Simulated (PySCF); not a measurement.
## Scandium: a sound run and one with changed settings

Sound run: Sc [Ar] 3d1 4s2, Sc⁺ [Ar] 3d1 4s1. Computed with PySCF 2.14 in aug-cc-pVDZ, with the non-relativistic Hamiltonian (point nucleus). In the sound run the correlated levels freeze [Ar]. The sound run starts from symmetry-adapted Hartree-Fock orbitals and uses a fine grid where one is needed.

Changed run: basis STO-3G. This setting is unsound on purpose.

```json
{"species": "Sc", "method": "UHF", "sound run (hartree)": "-759.73804", "changed run (hartree)": "-751.99361", "converged": "yes"}
{"species": "Sc", "method": "MP2", "sound run (hartree)": "-759.76465", "changed run (hartree)": "-752.02170", "converged": "yes"}
{"species": "Sc⁺", "method": "UHF", "sound run (hartree)": "-759.54076", "changed run (hartree)": "-751.82319", "converged": "yes"}
{"species": "Sc⁺", "method": "MP2", "sound run (hartree)": "-759.54323", "changed run (hartree)": "-751.82319", "converged": "yes"}
```

Ionisation energy of Sc:

```
 method  sound run (eV)  changed run (eV)
    UHF           5.368             4.637
   BP86           6.659             6.489
   TPSS           6.421             6.189
    MP2           6.025             5.402
SCS-MP2           6.157             5.555
```

A minimal basis cannot let orbitals breathe on ionisation and holds almost no correlation.

For comparison, NIST gives 6.561 eV between the lowest levels.
